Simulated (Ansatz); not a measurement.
Input file for Ansatz (a program for electronic structure): R-wB97M-V/def2-TZVPPD on C2H8Se (a complex). Files ending in .json are basis or fitting sets from the Basis Set Exchange.

Ansatz 0.2 input:
```yaml
crystal:
  periodic: [false, false, false]
  atoms:
    - {symbol: C, position_ang: [0.48274902, -0.45229679, 0.01903386]}
    - {symbol: C, position_ang: [-0.47432861, 0.71276605, -0.21509421]}
    - {symbol: H, position_ang: [1.34259112, -0.14377591, 0.61751932]}
    - {symbol: H, position_ang: [0.86499419, -0.84923239, -0.92346482]}
    - {symbol: H, position_ang: [-0.01280644, -1.27240232, 0.54300507]}
    - {symbol: H, position_ang: [-0.85535501, 1.10884613, 0.72792244]}
    - {symbol: H, position_ang: [-1.33329469, 0.40541294, -0.81471308]}
    - {symbol: H, position_ang: [0.02019025, 1.53199646, -0.74057904]}
    - {symbol: Se, position_ang: [-0.01160333, -0.15912699, 3.63749545]}
    - {symbol: H, position_ang: [0.07346254, -0.33734536, 5.09514543]}
    - {symbol: H, position_ang: [0.97695684, -1.22324975, 3.41304166]}
basis:
  gaussian:
    orbitals: def2-TZVPPD.json
hamiltonian:
  xc: {name: wB97M-V}
scf: {lower_state_search: off}
```

The head of its log:

```
WARN ansatz: RAYON_NUM_THREADS=1 ignored (pool sized by the plan → 1); use --threads N
Functional definition: wB97M-V
these checks for a lower state are left out or cut short: stability, starts, cluster_reference, orbital_swaps, neighbouring_geometries, increment
integrals: 0.25 GiB planned
1257 factors; their error is unknown
integrals: 0.28 GiB planned
382 factors; integrals over basis functions are off by at most 3.9e-5 eV
mean field: 2.06 GiB planned
mean field evaluation 1: about -67545.6166 eV, gradient 4.1e1 eV
mean field evaluation 2: about -67547.3433 eV, gradient 3.0e1 eV
```

Predict the final total energy.

-2482.4026 hartree.
